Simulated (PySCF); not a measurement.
Frontier orbitals and the lowest excitations

Species: GeMeCl3, CH3Cl3Ge.
Geometry (PBE0-D3(BJ)/def2-SVP, Å), atoms numbered from 1 in this order:
```xyz
8
CH3Cl3Ge angstrom
Ge     0.039   -0.007   -0.812
C     -0.023   -0.016    1.111
H     -1.067    0.062    1.445
H      0.553    0.840    1.491
H      0.417   -0.953    1.478
Cl     2.065   -0.015   -1.510
Cl    -0.914    1.726   -1.637
Cl    -0.931   -1.723   -1.650
```

Method used: TDDFT B3LYP/def2-SVPD, vertical, gas phase, core orbitals frozen in the response in PySCF. Relativistic effects, spin–orbit coupling among them, are left out although an element past zinc is present.

Frontier orbitals with the atoms that hold most of them (Löwdin shares over 4%, at most four atoms; ? is withheld):

| orbital | ε (eV) | atoms |
| --- | --- | --- |
| HOMO-3 | -9.18 | Cl7 49%, Cl8 32%, Cl6 14% |
| HOMO-2 | -9.17 | Cl6 47%, Cl8 32%, Cl7 16% |
| HOMO-1 | -9.11 | ? |
| HOMO | ? | Cl6 34%, Cl8 33%, Cl7 33% |
| LUMO | -1.70 | ? |
| LUMO+1 | -0.03 | Ge1 26%, C2 17%, Cl7 12%, Cl8 11% |
| LUMO+2 | 0.05 | Ge1 32%, Cl8 23%, Cl7 16%, Cl6 14% |

(1) Which atoms hold the LUMO, and with what shares?

(2) Which atoms hold the HOMO-1, and with what shares?

(3) What is the HOMO energy, and the HOMO–LUMO gap?

## Answers

(1) Ge1 (bonded to C and 3 Cl) 23%; Cl7 (bonded to Ge) 21%; Cl8 (bonded to Ge) 21%; Cl6 (bonded to Ge) 21%. By element: chlorine 63%, germanium 23%.

(2) Cl6 (bonded to Ge) 26%; Cl8 (bonded to Ge) 21%; Cl7 (bonded to Ge) 21%; C2 (bonded to Ge and 3 H) 17%. By element: chlorine 68%, carbon 17%.

(3) ε(HOMO) = -8.95 eV; the gap is 7.25 eV (0.2664 hartree).

Within 0.005 eV of a neighbour in this list lie HOMO-3/HOMO-2.

Task: How does S1 compare with the orbital gap of 7.25 eV?

Result: S1 is at 6.14 eV (f = 0.0000), 1.10 eV below the gap, made of HOMO→LUMO (99%). 

Task: Give energy, strength and leading configuration of S1 and S4, and follow the Löwdin shares of the leading atoms from the occupied to the empty orbital.

Result: 
- S1 (6.14 eV, f 0.0000), HOMO→LUMO (99%): Cl6 34% → 21%, Cl8 33% → 21%, Ge1 at most 1% → 23%, Cl7 33% → 21%
- S4 (6.49 eV, f 0.078), HOMO-1→LUMO (96%): Cl6 26% → 21%, Cl8 21% → 21%, Ge1 at most 16% → 23%, Cl7 21% → 21%

Orbitals of the list HOMO-3 to LUMO+2 that lie within 0.01 eV of each other are written together with a slash and their weights summed (≥ marks a lower bound); for degenerate orbitals outside that list single weights are arbitrary.

Löwdin shares depend on the basis, the more so with diffuse functions.

On an AMD EPYC with one thread, no GPU, shared host with 64 logical CPUs at a one-minute load of 60, this took 54 s (grids of density and orbitals included) and 0.69 GiB of memory at its peak.
